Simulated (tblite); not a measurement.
Compound: C7H11S (doublet state).
Cartesian coordinates in Å at the GFN2-xTB level; atoms count from 1:
```
atom  x, y, z in Å
S1     3.3520    0.3562   -0.9166
C2     2.1694    0.5762    0.4207
C3     0.7285    0.4634   -0.0629
C4     0.3897   -0.9423   -0.5884
C5    -1.0793   -1.1318   -0.2892
C6    -2.0044   -0.0194   -0.6831
C7    -1.4905   -0.1038    0.7236
C8    -0.2823    0.7392    1.0662
H9     2.3554    1.5632    0.8495
H10    2.3883   -0.1838    1.1740
H11    0.5852    1.1936   -0.8637
H12    0.9681   -1.6959   -0.0483
H13    0.6225   -1.0377   -1.6498
H14   -1.4555   -2.1439   -0.2621
H15   -1.6413    0.7625   -1.3308
H16   -3.0417   -0.2695   -0.8497
H17   -2.1805   -0.3310    1.5233
H18   -0.5184    1.8017    1.1420
H19    0.1249    0.4125    2.0263
```

Computed values, GFN2-xTB/tblite, gas phase, harmonic and unscaled. Errors from tens to a few hundred cm⁻¹ against measured bands are possible. One conformer, not necessarily the lowest. Open shells enter through the occupations alone, without spin polarisation, and single modes of such species can be off by tens of per cent.

Harmonic wavenumbers (cm⁻¹): 71.4, 101.6, 177.1, 282.9, 313.0, 389.0, 420.5, 593.8, 614.9, 763.6, 807.6, 845.2, 852.9, 897.3, 899.6, 926.2, 975.1, 1013.1, 1036.1, 1049.8, 1066.4, 1076.5, 1086.5, 1097.5, 1127.7, 1144.1, 1151.5, 1194.8, 1203.2, 1230.6, 1282.2, 1286.1, 1298.2, 1312.6, 1334.6, 1400.0, 1418.8, 1475.7, 1484.5, 1491.3, 2946.3, 2953.3, 2958.2, 2962.8, 2970.3, 2985.7, 2991.3, 3068.1, 3074.6, 3091.9, 3108.1.

A = 4507, B = 943.0, C = 856.1 MHz; mass 127.058 u (most abundant isotopes); point group C1, symmetry number 1; spin multiplicity 2.

Question: Zero-point energy?

Answer: ½Σν̃ = 35652 cm⁻¹ = 426.49 kJ/mol.

Question: What is S at 298.15 K and 1 bar for an ideal gas of classical rigid rotors and harmonic oscillators?

Answer: Translation 169.28, rotation 120.79, vibration 74.61, spin (R ln 2) 5.76: S = 370.4 J/(mol K).

Question: And Cp and H(298.15 K) − H(0)?

Answer: Cp = 130.36 J/(mol K), of which vibrations give 97.10 (their classical limit is 51 R = 424.0); H(298.15 K) − H(0) = 22.49 kJ/mol without the zero-point energy, 12.57 from vibrations.

Question: What must be added to the electronic energy to get the Gibbs energy at 298.15 K and 1 bar?

Answer: ZPE + [H(298.15 K) − H(0)] − T·S = 426.49 + 22.49 − 110.45 = 338.53 kJ/mol.

Question: Blend soft modes into free rotors: weight 1/[1 + (100 cm⁻¹/ν̃)⁴] for the oscillator and the rest for a rotor with moment μB/(μ + B), μ = h/(8π²ν), B = 10⁻⁴⁴ kg m². What vibrational entropy results?

Answer: 70.38 J/(mol K) in place of 74.61, which changes −T·S at 298.15 K by +1.26 kJ/mol.

Question: Which modes carry the vibrational entropy at 298.15 K?

Answer: 71.4 cm⁻¹: 17.21; 101.6 cm⁻¹: 14.32; 177.1 cm⁻¹: 9.87; 282.9 cm⁻¹: 6.34; 313.0 cm⁻¹: 5.63; 389.0 cm⁻¹: 4.20 J/(mol K); the other 45 give 17.02 together.

Hindered rotation and anharmonicity are outside this model. Other conformers, if any are populated, would add a mixing term that is left out. The structure is chiral; the term R ln 2 for an equal mix with its mirror image is left out.
